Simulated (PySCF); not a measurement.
SbCl3, SMILES [Cl][Sb]([Cl])[Cl].

Geometry: r2SCAN-D4/def2-SVP. The isomer is the one that the SMILES or the coordinates give; other isomers of the formula were not compared. The def2 effective core potentials stand for the cores of Sb; spin–orbit coupling is left out.

Method: PySCF with r2SCAN/def2-TZVPD.

Isolated molecule, no solvent.

Computed frontier levels, gap, dipole moment and polarisability:
| Property | Value |
|---|---|
| highest occupied level | -7.87 eV |
| lowest empty level | -2.78 eV |
| orbital gap | 5.09 eV |
| dipole moment | 2.69 D |
| quadrupole, principal values (traceless, Buckingham form, about the centre of nuclear charge) | -2.43, -2.43, 4.86 D·Å |
| mean static polarisability | 86.1 bohr³ (12.76 Å³) |
| polarisability, principal values | 71.6, 93.3, 93.3 bohr³ |
